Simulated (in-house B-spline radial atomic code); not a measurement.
# Ionising He with different functionals

Computed with a radial B-spline atomic code at the basis-set limit: scalar-relativistic (spin-free X2C) Hamiltonian, Gaussian nucleus of rms radius 1.6755 fm, spin-polarised at highest spin, spherical fractional occupations for the functionals, the average over the highest-spin determinants for Hartree-Fock. The ionisation energy is the difference of two self-consistent energies, 1s2 → 1s1, without Breit or QED terms; ε is the level of the shell that loses the electron (its least bound occupied spin orbital).

```json
{"method": "Hartree-Fock", "rung": "Hartree-Fock", "ΔSCF (eV)": "23.45", "-ε(1s) (eV)": "24.98"}
{"method": "HF fractional", "rung": "Hartree-Fock", "ΔSCF (eV)": "23.45", "-ε(1s) (eV)": "24.98"}
{"method": "LDA VWN5", "rung": "LDA", "ΔSCF (eV)": "24.30", "-ε(1s) (eV)": "15.52"}
{"method": "LDA PW92", "rung": "LDA", "ΔSCF (eV)": "24.29", "-ε(1s) (eV)": "15.52"}
{"method": "LDA exchange-only", "rung": "LDA", "ΔSCF (eV)": "22.07", "-ε(1s) (eV)": "14.07"}
{"method": "PBE", "rung": "GGA", "ΔSCF (eV)": "24.47", "-ε(1s) (eV)": "15.76"}
{"method": "PBEsol", "rung": "GGA", "ΔSCF (eV)": "24.17", "-ε(1s) (eV)": "15.50"}
{"method": "BLYP", "rung": "GGA", "ΔSCF (eV)": "24.82", "-ε(1s) (eV)": "15.92"}
{"method": "RPBE", "rung": "GGA", "ΔSCF (eV)": "?", "-ε(1s) (eV)": "?"}
{"method": "PW91", "rung": "GGA", "ΔSCF (eV)": "24.58", "-ε(1s) (eV)": "15.87"}
{"method": "BP86", "rung": "GGA", "ΔSCF (eV)": "24.86", "-ε(1s) (eV)": "15.89"}
{"method": "AM05", "rung": "GGA", "ΔSCF (eV)": "24.35", "-ε(1s) (eV)": "15.43"}
{"method": "OLYP", "rung": "GGA", "ΔSCF (eV)": "24.79", "-ε(1s) (eV)": "15.81"}
{"method": "TPSS", "rung": "meta-GGA", "ΔSCF (eV)": "?", "-ε(1s) (eV)": "?"}
{"method": "SCAN", "rung": "meta-GGA", "ΔSCF (eV)": "24.62", "-ε(1s) (eV)": "16.54"}
{"method": "r2SCAN", "rung": "meta-GGA", "ΔSCF (eV)": "24.62", "-ε(1s) (eV)": "16.54"}
{"method": "revTPSS", "rung": "meta-GGA", "ΔSCF (eV)": "24.81", "-ε(1s) (eV)": "16.47"}
{"method": "PBE0", "rung": "global hybrid", "ΔSCF (eV)": "24.45", "-ε(1s) (eV)": "18.22"}
{"method": "B3LYP", "rung": "global hybrid", "ΔSCF (eV)": "24.94", "-ε(1s) (eV)": "18.00"}
{"method": "TPSSh", "rung": "global hybrid", "ΔSCF (eV)": "24.73", "-ε(1s) (eV)": "17.23"}
{"method": "BHandHLYP", "rung": "global hybrid", "ΔSCF (eV)": "24.72", "-ε(1s) (eV)": "20.84"}
{"method": "r2SCAN0", "rung": "global hybrid", "ΔSCF (eV)": "24.58", "-ε(1s) (eV)": "18.77"}
{"method": "B97-1", "rung": "global hybrid", "ΔSCF (eV)": "24.63", "-ε(1s) (eV)": "17.90"}
{"method": "HSE06", "rung": "range-separated hybrid", "ΔSCF (eV)": "24.47", "-ε(1s) (eV)": "17.82"}
{"method": "wB97X", "rung": "range-separated hybrid", "ΔSCF (eV)": "24.65", "-ε(1s) (eV)": "20.91"}
{"method": "CAM-B3LYP", "rung": "range-separated hybrid", "ΔSCF (eV)": "24.80", "-ε(1s) (eV)": "19.96"}
{"method": "LC-wPBE", "rung": "range-separated hybrid", "ΔSCF (eV)": "24.64", "-ε(1s) (eV)": "21.20"}
```

Task: What does RPBE give?

Result: ΔSCF 24.67 eV, and -ε(1s) = 15.82 eV.

Task: What does TPSS give?

Result: ΔSCF 24.75 eV, and -ε(1s) = 16.29 eV.

Task: Among the functionals, which spreads more, the ΔSCF values or the orbital energies?

Result: The orbital energies: ΔSCF values span about 2.87 eV and the orbital energies 7.13 eV.

Task: How do they compare with the NIST value?

Result: NIST lists 24.587 eV (measured, ground level to ground level). Errors run from -2.52 to +0.35 eV; r2SCAN0 is closest (-0.00 eV), but part of that can be cancellation, since the calculations leave out Breit-QED terms. Hartree-Fock also lacks correlation.
